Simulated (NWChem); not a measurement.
System: HTeI; SMILES [TeH]I

All runs: NWChem. Medium grid unless said otherwise, to which SCAN and Minnesota functionals are sensitive. Geometry: optimised at PBE-D3(BJ)/def2-SVP. def2 effective core potentials on Te, I; no spin-orbit coupling. Hybrids' shares of exact exchange are those that their runs print; pure functionals count as 0. The functionals differ in more than this share.

```csv
row,share of exact exchange,orbital gap (eV)
PBE/def2-TZVP,0.00,1.66
r2SCAN/def2-TZVP,0.00,1.98
B3LYP/def2-TZVP,0.20,3.03
B3PW91/def2-TZVP,0.20,3.10
r2SCAN0/def2-TZVP,0.25,withheld
BHandHLYP/def2-TZVP,0.50,5.19
```

**Question.** Fit a straight line of the last column on the one before it, predict the withheld value, and compare with the run.

**Answer.** 
1. Means of the 5 shown rows: x = 0.180, y = 2.992. Slope Σ(x − x̄)(y − ȳ)/Σ(x − x̄)² = 1.128/0.1680 = 6.715; intercept 1.783.
2. The shown rows scatter about the line by 0.115 (root mean square); the largest residual is +0.20, at r2SCAN/def2-TZVP.
3. At x = 0.25 (r2SCAN0/def2-TZVP; inside the shown range) the line gives 3.46.
4. The run gives 3.63, +0.17 from the line, 1.5 times the scatter.
